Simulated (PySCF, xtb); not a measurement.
B(AsH2)2(OH) (As2BH5O), SMILES OB([AsH2])[AsH2].

GFN2-xTB (xtb) at its own geometry gives an orbital gap of 3.75 eV and a dipole moment of 2.76 D.

Geometry optimised at B3LYP-D3(BJ)/def2-SVP. This is a generated structure with no PubChem entry under its InChIKey; it may be hypothetical. The values are those of a single conformer.

Question: What does PBE/def2-TZVP run with PySCF give? (Estimate from the structure and the level; the computed values follow.)

Answer: gap 4.14 eV (levels -5.87 and -1.73 eV), dipole 1.68 D.
